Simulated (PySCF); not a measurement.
**Adding and removing an electron: GaC**

PBE0; basis Ga cc-pVDZ-PP with ECP10, C cc-pVDZ; scalar-relativistic core potentials; PySCF 2.14. Neutral (UKS): quartet (σ ↑, π ↑↑), Re = 2.018 Å, ωe = 530 cm⁻¹, De = 3.20 eV, HOMO -6.41 eV, LUMO -2.43 eV.

GaC⁺ (UKS): triplet (σ ↑, π ↑), Re = 2.641 Å, ωe = 184 cm⁻¹, De = 0.45 eV to Ga⁺ + C. The energies at the minima are -297.31834 hartree for GaC and -296.99910 for GaC⁺.

(1) Work out the adiabatic ionisation energy, without and with harmonic zero-point energies (1 hartree = 27.2114 eV, 1 eV = 8065.5 cm⁻¹), and the change of the bond length.

Weak bonds: GaC⁺. Basis-set superposition, not corrected here, can be much of De in a small basis, most of all at correlated wavefunction levels. Spin–orbit coupling is left out. For an ion De counts to the pair picked by the measured ionisation energies or electron affinities, which need not be the lowest pair at this level. States were picked by a PBE0 search and need not be the measured ground states.

Results:

(1) At PBE0: 0.31924 hartree = 8.687 eV between the minima; the zero-point term (184.0 − 530.0)/2 cm⁻¹ = -0.021 eV makes it 8.666 eV. Re changes by +62.3 pm against the neutral. The electron leaves a π orbital, and the ion is left as a loose complex of an ion and an atom.
